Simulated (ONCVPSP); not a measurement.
# Building the ONCV potential for Zr (PBEsol, fully relativistic).

Input for ONCVPSP 4.0.1:

```
# ATOM AND REFERENCE CONFIGURATION
# atsym  z   nc   nv     iexc    psfile
  Zr 40.00    8    2  -116133      upf
#
#   n    l    f
    1    0    2.00
    2    0    2.00
    2    1    6.00
    3    0    2.00
    3    1    6.00
    3    2   10.00
    4    0    2.00
    4    1    6.00
    4    2    3.00
    5    0    1.00
#
# PSEUDOPOTENTIAL AND OPTIMIZATION
# lmax
    2
#
#   l,   rc,      ep,       ncon, nbas, qcut
    0    3.25    0.00    4    8    1.80
    1    2.75    0.19    4    9    2.50
    2    2.95    0.00    4    9    6.10
#
# LOCAL POTENTIAL
# lloc, lpopt,  rc(5),   dvloc0
    4    5    2.00    4.00
#
# VANDERBILT-KLEINMAN-BYLANDER PROJECTORs
# l, nproj, debl
    0    3    0.60
    1    3    3.10
    2    3    3.30
#
# MODEL CORE CHARGE
# icmod, fcfact, rcfact
    3    3.25    1.65
#
# LOG DERIVATIVE ANALYSIS
# epsh1, epsh2, depsh
   -2.00    5.00    0.02
#
# OUTPUT GRID
# rlmax, drl
    6.00    0.01
#
# TEST CONFIGURATIONS
# ncnf
    4
# nvcnf
#   n    l    f
    2
    4    2    2.00
    5    0    2.00
#
    2
    4    2    2.00
    5    0    1.00
#
    2
    4    2    2.00
    5    0    0.00
#
    3
    4    2    2.00
    5    0    1.00
    5    1    1.00
#
```

Command:

```bash
oncvpspr.x < Zr.dat > Zr.out
```

The program printed (shortened: citation, most of the input echo, consistency checks and plot data are left out):

```
ONCVPSP  (Optimized Norm-Conservinng Vanderbilt PSeudopotential)
relativistic version 4.0.1

#   n    l    f        energy (Ha)
    1    0    2.00    -6.5426453D+02
    2    0    2.00    -9.0571227D+01
    2    1    6.00    -7.9766013D+01    -8.2918117D+01
    3    0    2.00    -1.4766050D+01
    3    1    6.00    -1.1415577D+01    -1.1917641D+01
    3    2   10.00    -6.2972014D+00    -6.3889442D+00
    4    0    2.00    -1.9240096D+00
    4    1    6.00    -1.0991961D+00    -1.1637724D+00
    4    2    3.00    -8.4633473D-02    -8.8730175D-02
    5    0    1.00    -1.4220757D-01

Reference configufation results
  iterations    26
  all-electron total energy (Ha)   -3.59686300D+03

Begin loop to  construct optimized pseudo wave functions
and semi-local pseudopoentials for all angular momenta

   Wellstate for l =  0  n =  6 kap= -1
     eigenvalue =   0.4578
     asymptotic potential =   0.9578
     half-point radius =  5.7443

   Wellstate for l =  0  n =  7 kap= -1
     eigenvalue =   1.0578
     asymptotic potential =   1.5578
     half-point radius =  6.2933

Calculating optimized projector #   1

 for l=   0

    Fraction of norm inside rc  0.369277
    Optimizing pswf for qcut=   1.80 a_B^-1,  ecut=   1.61 Ha
    Residual kinetic energy error=  2.20D-03 Ha

    Energy error per electron        Cutoff
         Ha          eV             Ha
         0.01000     0.27211        0.95
         0.00100     0.02721        2.43
         0.00010     0.00272       13.35
         0.00001     0.00027       16.55

Calculating optimized projector #   2

 for l=   0

    Fraction of norm inside rc  0.294005
    Optimizing pswf for qcut=   1.80 a_B^-1,  ecut=   1.61 Ha
    Residual kinetic energy error=  2.89D-02 Ha

    Energy error per electron        Cutoff
         Ha          eV             Ha
         0.01000     0.27211        1.90
         0.00100     0.02721        4.49
         0.00010     0.00272       12.91
         0.00001     0.00027       21.12

Calculating optimized projector #   3

 for l=   0

    Fraction of norm inside rc  0.172080
    Optimizing pswf for qcut=   1.80 a_B^-1,  ecut=   1.61 Ha
    Residual kinetic energy error=  1.25D-01 Ha

    Energy error per electron        Cutoff
         Ha          eV             Ha
         0.01000     0.27211        3.16
         0.00100     0.02721        9.80
         0.00010     0.00272       25.46
         0.00001     0.00027       29.32

   Wellstate for l =  1  n =  6 kap= -2
     eigenvalue =   0.1900
     asymptotic potential =   0.6900
     half-point radius = 11.7382

   Wellstate for l =  1  n =  8 kap= -2
     eigenvalue =   3.2900
     asymptotic potential =   3.7900
     half-point radius =  4.9901

   Wellstate for l =  1  n =  9 kap= -2
     eigenvalue =   6.3900
     asymptotic potential =   6.8900
     half-point radius =  4.4010

Calculating optimized projector #   1

 for l=   1

    Fraction of norm inside rc  0.079846
    Optimizing pswf for qcut=   2.50 a_B^-1,  ecut=   3.13 Ha
    Residual kinetic energy error=  7.45D-04 Ha

    Energy error per electron        Cutoff
         Ha          eV             Ha
         0.01000     0.27211        0.67
         0.00100     0.02721        2.08
         0.00010     0.00272       31.44
         0.00001     0.00027       38.29

Calculating optimized projector #   2

 for l=   1

    Fraction of norm inside rc  0.140776
    Optimizing pswf for qcut=   2.50 a_B^-1,  ecut=   3.13 Ha
    Residual kinetic energy error=  1.27D-01 Ha

    Energy error per electron        Cutoff
         Ha          eV             Ha
         0.01000     0.27211       11.10
         0.00100     0.02721       42.01
         0.00010     0.00272       49.33
         0.00001     0.00027       72.64

Calculating optimized projector #   3

 for l=   1

    Fraction of norm inside rc  0.143115
    Optimizing pswf for qcut=   2.50 a_B^-1,  ecut=   3.13 Ha
    Residual kinetic energy error=  1.46D+00 Ha

    Energy error per electron        Cutoff
         Ha          eV             Ha
         0.01000     0.27211       51.94
         0.00100     0.02721       59.65
         0.00010     0.00272       79.30

   Wellstate for l =  1  n =  5 kap=  1
     eigenvalue =   0.1900

   Wellstate for l =  1  n =  8 kap=  1
     eigenvalue =   3.0771

   Wellstate for l =  1  n =  9 kap=  1
     eigenvalue =   6.3770

Calculating optimized projector #   1

 for l=   1

    Fraction of norm inside rc  0.099300
    Optimizing pswf for qcut=   2.50 a_B^-1,  ecut=   3.13 Ha
    Residual kinetic energy error=  1.44D-03 Ha

    Energy error per electron        Cutoff
         Ha          eV             Ha
         0.01000     0.27211        0.39
         0.00100     0.02721        6.19
         0.00010     0.00272       33.11
         0.00001     0.00027       39.99

Calculating optimized projector #   2

 for l=   1

    Fraction of norm inside rc  0.144173
    Optimizing pswf for qcut=   2.50 a_B^-1,  ecut=   3.13 Ha
    Residual kinetic energy error=  1.20D-01 Ha

    Energy error per electron        Cutoff
         Ha          eV             Ha
         0.01000     0.27211       13.71
         0.00100     0.02721       43.46
         0.00010     0.00272       53.07
         0.00001     0.00027       78.30

Calculating optimized projector #   3

 for l=   1

    Fraction of norm inside rc  0.145076
    Optimizing pswf for qcut=   2.50 a_B^-1,  ecut=   3.13 Ha
    Residual kinetic energy error=  1.50D+00 Ha

    Energy error per electron        Cutoff
         Ha          eV             Ha
         0.01000     0.27211       52.14
         0.00100     0.02721       59.78
         0.00010     0.00272       80.85

   Wellstate for l =  2  n =  8 kap= -3
     eigenvalue =   3.2154
     asymptotic potential =   3.7154
     half-point radius =  5.4420

   Wellstate for l =  2  n = 10 kap= -3
     eigenvalue =   6.5154
     asymptotic potential =   7.0154
     half-point radius =  5.2254

Calculating optimized projector #   1

 for l=   2

    Fraction of norm inside rc  0.709212
    Optimizing pswf for qcut=   6.10 a_B^-1,  ecut=  18.61 Ha
    Residual kinetic energy error=  5.94D-09 Ha

    Energy error per electron        Cutoff
         Ha          eV             Ha
         0.01000     0.27211        8.03
         0.00100     0.02721       10.52
         0.00010     0.00272       12.68
         0.00001     0.00027       14.42

Calculating optimized projector #   2

 for l=   2

    Fraction of norm inside rc  0.157235
    Optimizing pswf for qcut=   6.10 a_B^-1,  ecut=  18.61 Ha
    Residual kinetic energy error=  6.50D-07 Ha

    Energy error per electron        Cutoff
         Ha          eV             Ha
         0.01000     0.27211       11.08
         0.00100     0.02721       13.41
         0.00010     0.00272       15.39
         0.00001     0.00027       16.80

Calculating optimized projector #   3

 for l=   2

    Fraction of norm inside rc  0.126411
    Optimizing pswf for qcut=   6.10 a_B^-1,  ecut=  18.61 Ha
    Residual kinetic energy error=  1.19D-04 Ha

    Energy error per electron        Cutoff
         Ha          eV             Ha
         0.01000     0.27211       14.57
         0.00100     0.02721       16.86
         0.00010     0.00272       19.91
         0.00001     0.00027       36.87

   Wellstate for l =  2  n =  8 kap=  2
     eigenvalue =   3.2113

   Wellstate for l =  2  n = 10 kap=  2
     eigenvalue =   6.5125

Calculating optimized projector #   1

 for l=   2

    Fraction of norm inside rc  0.719880
    Optimizing pswf for qcut=   6.10 a_B^-1,  ecut=  18.61 Ha
    Residual kinetic energy error=  5.94D-09 Ha

    Energy error per electron        Cutoff
         Ha          eV             Ha
         0.01000     0.27211        8.09
         0.00100     0.02721       10.57
         0.00010     0.00272       12.72
         0.00001     0.00027       14.46

Calculating optimized projector #   2

 for l=   2

    Fraction of norm inside rc  0.157760
    Optimizing pswf for qcut=   6.10 a_B^-1,  ecut=  18.61 Ha
    Residual kinetic energy error=  6.90D-07 Ha

    Energy error per electron        Cutoff
         Ha          eV             Ha
         0.01000     0.27211       11.12
         0.00100     0.02721       13.46
         0.00010     0.00272       15.42
         0.00001     0.00027       16.83

Calculating optimized projector #   3

 for l=   2

    Fraction of norm inside rc  0.126721
    Optimizing pswf for qcut=   6.10 a_B^-1,  ecut=  18.61 Ha
    Residual kinetic energy error=  1.26D-04 Ha

    Energy error per electron        Cutoff
         Ha          eV             Ha
         0.01000     0.27211       14.63
         0.00100     0.02721       16.90
         0.00010     0.00272       20.02
         0.00001     0.00027       37.66

Construct Vanderbilt / Kleinmman-Bylander projectors

B matrix Hermiticity error, ll=  0  kap= -1
   1   2    2.0866D-05
   1   3   -3.7331D-05
   2   3    2.5027D-05

  Orthonormal projector coefficients  1.0918E+01  1.4688E+00  5.3649E-01

B matrix Hermiticity error, ll=  1  kap= -2
   1   2   -6.5165D-05
   1   3    6.4549D-05
   2   3    1.7452D-04

  Orthonormal projector coefficients  1.7660E+01  2.6943E+00  9.0875E-01

B matrix Hermiticity error, ll=  1  kap=  1
   1   2    7.4297D-05
   1   3   -7.5189D-05
   2   3    1.7824D-04

  Orthonormal projector coefficients  1.8977E+01  2.7089E+00  8.7874E-01

B matrix Hermiticity error, ll=  2  kap= -3
   1   2   -9.4016D-05
   1   3   -2.5090D-04
   2   3   -1.2890D-04

  Orthonormal projector coefficients -3.7406E+00 -1.7629E+00 -2.5039E-01

B matrix Hermiticity error, ll=  2  kap=  2
   1   2   -9.6285D-05
   1   3   -2.5438D-04
   2   3   -1.2964D-04

  Orthonormal projector coefficients -3.7723E+00 -1.7851E+00 -2.5749E-01

 Orthonormal scalar projector coefficients, l =  1
  1.8089E+01  2.7013E+00  9.0052E-01  3.8242E-03  1.9166E-03  2.5824E-04

 Orthonormal spin-orbit projector coefficients, l =  1
 -1.1487E+00  3.6167E-01 -8.0893E-02 -4.8309E-02  3.7327E-02  1.0994E-02

 Orthonormal scalar projector coefficients, l =  2
 -3.7533E+00 -1.7718E+00 -2.5323E-01 -6.6509E-06 -3.6011E-06 -1.1595E-07

 Orthonormal spin-orbit projector coefficients, l =  2
  1.4094E-02  8.4940E-03  2.6977E-03 -5.8974E-04 -2.6603E-04 -2.7346E-05

Model core correction analysis
  based on d2Exc/dn_idn_j

d2excae - all-electron derivatives

   -1.520153D-02   -1.215173D-02
   -1.214788D-02   -2.292002D-02

d2excps - pseudofunction derivatives with no core correction

   -3.484921D-02   -1.760492D-02
   -1.759739D-02   -2.852022D-02

rms 2nd derivative error    1.091820E-02

rmatch, rhocmatch    2.1990    0.2570

Teter function model core charge with specified parameters

d2excps - pseudofunction derivatives with core correction

   -2.296309D-02   -1.317799D-02
   -1.317423D-02   -2.356808D-02

rms 2nd derivative error    3.961328E-03

Pseudoatom total energy   -2.831796

Diagnostic tests using Vanderbilt-Kleinman-Bylander pseudopotentials
  relativistic with J = L +/- 1/2 projectors

   l  kap   rcore       rmatch      e in        delta e    norm test   slope test

   0  -1   3.2636217   3.3627123  -0.1422076  -0.0000002   1.0000138   1.0000276
   0  -1   3.2636217   3.3627123   0.4577924   0.0000000   1.0000764   1.0000764
   0  -1   3.2636217   3.3627123   1.0577924   0.0000038   1.0001056   1.0001056

   1  -2   2.7603004   2.8441091   0.1900000   0.0000019   1.0000448   1.0000448
   1   1   2.7603004   2.8441091  -0.0229360   0.0000013   1.0000370   1.0000370
   1  -2   2.7603004   2.8441091   3.2900000   0.0000465   1.0002317   1.0002317
   1   1   2.7603004   2.8441091   3.2769632   0.0000478   1.0002372   1.0002372
   1  -2   2.7603004   2.8441091   6.3900000  -0.0000019   1.0003215   1.0003215
   1   1   2.7603004   2.8441091   6.3742337  -0.0000006   1.0003103   1.0003103

   2  -3   2.9657335   3.0557796  -0.0846335  -0.0000005   1.0000019   1.0000072
   2   2   2.9657335   3.0557796  -0.0887302   0.0000001   1.0000041   0.9999981
   2  -3   2.9657335   3.0557796   3.2153665   0.0000254   1.0001061   1.0001061
   2   2   2.9657335   3.0557796   3.2125164   0.0000262   1.0001066   1.0001066
   2  -3   2.9657335   3.0557796   6.5153665   0.0000181   1.0000858   1.0000858
   2   2   2.9657335   3.0557796   6.5124748   0.0000193   1.0000848   1.0000848

Diagnostic tests using Vanderbilt-Kleinman-Bylander pseudopotentials
  relativistic with scalar and spin-orbit non-local projectors

   l  kap   rcore       rmatch      e in        delta e    norm test   slope test

   0  -1   3.2636217   3.3627123  -0.1422076  -0.0000002   1.0000138   1.0000276
   0  -1   3.2636217   3.3627123   0.4577924   0.0000000   1.0000764   1.0000764
   0  -1   3.2636217   3.3627123   1.0577924   0.0000038   1.0001056   1.0001056

   1  -2   2.7603004   2.8441091   0.1900000  -0.0001222   1.0000813   1.0000813
   1   1   2.7603004   2.8441091  -0.0229360  -0.0001212   1.0000723   1.0000723
   1  -2   2.7603004   2.8441091   3.2900000  -0.0001918   1.0001883   1.0001883
   1   1   2.7603004   2.8441091   3.2769632  -0.0001820   1.0001925   1.0001925
   1  -2   2.7603004   2.8441091   6.3900000  -0.0004616   1.0006522   1.0006522
   1   1   2.7603004   2.8441091   6.3742337  -0.0004897   1.0006556   1.0006556

   2  -3   2.9657335   3.0557796  -0.0846335  -0.0000005   1.0000019   1.0000075
   2   2   2.9657335   3.0557796  -0.0887302   0.0000002   1.0000041   0.9999984
   2  -3   2.9657335   3.0557796   3.2153665   0.0000256   1.0001061   1.0001061
   2   2   2.9657335   3.0557796   3.2125164   0.0000264   1.0001066   1.0001066
   2  -3   2.9657335   3.0557796   6.5153665   0.0000186   1.0000858   1.0000858
   2   2   2.9657335   3.0557796   6.5124748   0.0000198   1.0000848   1.0000848

Ghost test for J = L + 1/2

 Testing for bound ghosts
   n   l    E NL Schr. Eq   E Basis Diag.   E Cutoff

   1   0       -0.142208       -0.141068     32.58

   2   1       -0.042001       -0.018357     65.14

   3   2       -0.084634       -0.083827     63.01

 Testing for highly-localized positive-energy ghosts
       l    <radius>/rc     E Basis Diag.   E Cutoff

       0        0.724089        2.493901     32.58  WARNING - GHOST(+)

       0        0.712661       19.051880     32.58  WARNING - GHOST(+)

       0        0.449072       32.829188     32.58  WARNING - GHOST(+)

       1        0.757441        7.147747     65.14  WARNING - GHOST(+)

       1        0.902128       13.404533     65.14  WARNING - GHOST(+)

Ghost test for J = L - 1/2

 Testing for bound ghosts
   n   l    E NL Schr. Eq   E Basis Diag.   E Cutoff

   1   0       -0.142208       -0.141068     32.58

   2   1       -0.044514       -0.022599     65.14

   3   2       -0.088730       -0.088005     63.01

 Testing for highly-localized positive-energy ghosts
       l    <radius>/rc     E Basis Diag.   E Cutoff

       0        0.724089        2.493901     32.58  WARNING - GHOST(+)

       0        0.712661       19.051880     32.58  WARNING - GHOST(+)

       0        0.449072       32.829188     32.58  WARNING - GHOST(+)

       1        0.778230        7.121901     65.14  WARNING - GHOST(+)

       1        0.855841       13.450295     65.14  WARNING - GHOST(+)

       1        0.971189       31.060745     65.14  WARNING - GHOST(+)

       1        0.974573       43.799251     65.14  WARNING - GHOST(+)

Test configuration 0

   n   l kap    f        eae           eps        diff
   1   0  -1  2.0000 -654.26453464
   2   0  -1  2.0000  -90.57122677
   2   1  -2  4.0000  -79.76601271
   2   1   1  2.0000  -82.91811712
   3   0  -1  2.0000  -14.76605043
   3   1  -2  4.0000  -11.41557703
   3   1   1  2.0000  -11.91764100
   3   2  -3  6.0000   -6.29720140
   3   2   2  4.0000   -6.38894422
   4   0  -1  2.0000   -1.92400961
   4   1  -2  4.0000   -1.09919615
   4   1   1  2.0000   -1.16377243
   4   2  -3  1.8000   -0.08463347   -0.08463399   -5.18E-07
   4   2   2  1.2000   -0.08873018   -0.08873004    1.38E-07
   5   0  -1  1.0000   -0.14220757   -0.14220778   -2.03E-07

    Total energies and differences
      AE_ref= -3.59686300E+03  AE_tst= -3.59686300E+03  dif=  0.00E+00
      PS_ref= -2.83179619E+00  PS_tst= -2.83179619E+00  dif= -4.44E-16
      PSP excitation error=  4.44E-16

Test configuration 1

   n   l kap    f        eae           eps        diff
   1   0  -1  2.0000 -654.34039336
   2   0  -1  2.0000  -90.65391012
   2   1  -2  4.0000  -79.84821610
   2   1   1  2.0000  -83.00019047
   3   0  -1  2.0000  -14.84733949
   3   1  -2  4.0000  -11.49689437
   3   1   1  2.0000  -11.99897435
   3   2  -3  6.0000   -6.37903920
   3   2   2  4.0000   -6.47079221
   4   0  -1  2.0000   -2.00032050
   4   1  -2  4.0000   -1.17044735
   4   1   1  2.0000   -1.23596816
   4   2  -3  1.2000   -0.13086286   -0.13206851   -1.21E-03
   4   2   2  0.8000   -0.13560408   -0.13683175   -1.23E-03
   5   0  -1  2.0000   -0.16406212   -0.16282911    1.23E-03

    Total energies and differences
      AE_ref= -3.59686300E+03  AE_tst= -3.59690745E+03  dif= -4.44E-02
      PS_ref= -2.83179619E+00  PS_tst= -2.87512674E+00  dif= -4.33E-02
      PSP excitation error= -1.12E-03

Test configuration 2

   n   l kap    f        eae           eps        diff
   1   0  -1  2.0000 -654.58884774
   2   0  -1  2.0000  -90.89989937
   2   1  -2  4.0000  -80.09436110
   2   1   1  2.0000  -83.24638137
   3   0  -1  2.0000  -15.09352596
   3   1  -2  4.0000  -11.74305307
   3   1   1  2.0000  -12.24514211
   3   2  -3  6.0000   -6.62502644
   3   2   2  4.0000   -6.71678079
   4   0  -1  2.0000   -2.24621885
   4   1  -2  4.0000   -1.41646611
   4   1   1  2.0000   -1.48198322
   4   2  -3  1.2000   -0.36558431   -0.37008650   -4.50E-03
   4   2   2  0.8000   -0.37078185   -0.37526911   -4.49E-03
   5   0  -1  1.0000   -0.36658024   -0.37076299   -4.18E-03

    Total energies and differences
      AE_ref= -3.59686300E+03  AE_tst= -3.59664391E+03  dif=  2.19E-01
      PS_ref= -2.83179619E+00  PS_tst= -2.61086251E+00  dif=  2.21E-01
      PSP excitation error= -1.84E-03

Test configuration 3

   n   l kap    f        eae           eps        diff
   1   0  -1  2.0000 -654.88034749
   2   0  -1  2.0000  -91.18806933
   2   1  -2  4.0000  -80.38273421
   2   1   1  2.0000  -83.53481669
   3   0  -1  2.0000  -15.38160366
   3   1  -2  4.0000  -12.03107756
   3   1   1  2.0000  -12.53319394
   3   2  -3  6.0000   -6.91283957
   3   2   2  4.0000   -7.00460088
   4   0  -1  2.0000   -2.53208284
   4   1  -2  4.0000   -1.70127387
   4   1   1  2.0000   -1.76701795
   4   2  -3  1.2000   -0.63215547   -0.64635782   -1.42E-02
   4   2   2  0.8000   -0.63791338   -0.65203417   -1.41E-02
   5   0  -1  0.0000   -0.58435941   -0.58435941    0.00E+00

    Total energies and differences
      AE_ref= -3.59686300E+03  AE_tst= -3.59616949E+03  dif=  6.94E-01
      PS_ref= -2.83179619E+00  PS_tst= -2.12505643E+00  dif=  7.07E-01
      PSP excitation error= -1.32E-02

Test configuration 4

   n   l kap    f        eae           eps        diff
   1   0  -1  2.0000 -654.38654569
   2   0  -1  2.0000  -90.69914267
   2   1  -2  4.0000  -79.89344521
   2   1   1  2.0000  -83.04542942
   3   0  -1  2.0000  -14.89291116
   3   1  -2  4.0000  -11.54244163
   3   1   1  2.0000  -12.04452407
   3   2  -3  6.0000   -6.42450572
   3   2   2  4.0000   -6.51625832
   4   0  -1  2.0000   -2.04592919
   4   1  -2  4.0000   -1.21579713
   4   1   1  2.0000   -1.28137640
   4   2  -3  1.2000   -0.16935878   -0.17287643   -3.52E-03
   4   2   2  0.8000   -0.17431715   -0.17785929   -3.54E-03
   5   0  -1  1.0000   -0.19043480   -0.19112553   -6.91E-04
   5   1  -2  0.6667   -0.07395081   -0.07344227    5.09E-04
   5   1   1  0.3333   -0.07803887   -0.07738809    6.51E-04

    Total energies and differences
      AE_ref= -3.59686300E+03  AE_tst= -3.59679457E+03  dif=  6.84E-02
      PS_ref= -2.83179619E+00  PS_tst= -2.76179603E+00  dif=  7.00E-02
      PSP excitation error= -1.57E-03
```

The run took about 13 s on one core of a shared server CPU.
